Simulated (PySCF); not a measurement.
## La: ionisation energy

La [Xe] 5d1 6s2 [5d3/2^1, M_J = 3/2] → La⁺ [Xe] 5d2 [5d3/2^2, M_J = 2], as a difference of total energies. All numbers are calculated (PySCF 2.14, the two-component X2C-1e Hamiltonian, in x2c-TZVPPall-2c). Correlated levels: [Ar] 3d10 frozen; the 18 highest virtual spinors dropped. "Screened" scales the spin-orbit matrix elements by Boettger's factors to mimic the two-electron term; Breit and QED terms are absent.

```tsv
method	ionisation energy (eV)
GHF (screened spin-orbit)	4.723
GMP2 (screened spin-orbit)	5.636
```

Question: How much does correlation contribute at GMP2 (screened spin-orbit)?

Answer: 5.636 − (4.723) = 0.913 eV, measured against GHF (screened spin-orbit).

Errors of the correlated levels include the incompleteness of this basis and the frozen core.

The labels give the starting determinants; with spin-orbit coupling the two ends relaxed to ⟨J²⟩ = 3.78, ⟨L²⟩ = 7.87, ⟨S²⟩ = 1.76 and ⟨J²⟩ = 6.41, ⟨L²⟩ = 10.87, ⟨S²⟩ = 1.74.

The determinant of La⁺ mixes levels of different J (the jj label is only the starting occupation), so the difference between spin-free and spin-orbit rows is not the physical spin-orbit shift.

For comparison: 5.577 eV (measured; NIST Atomic Spectra Database, ionization energies).
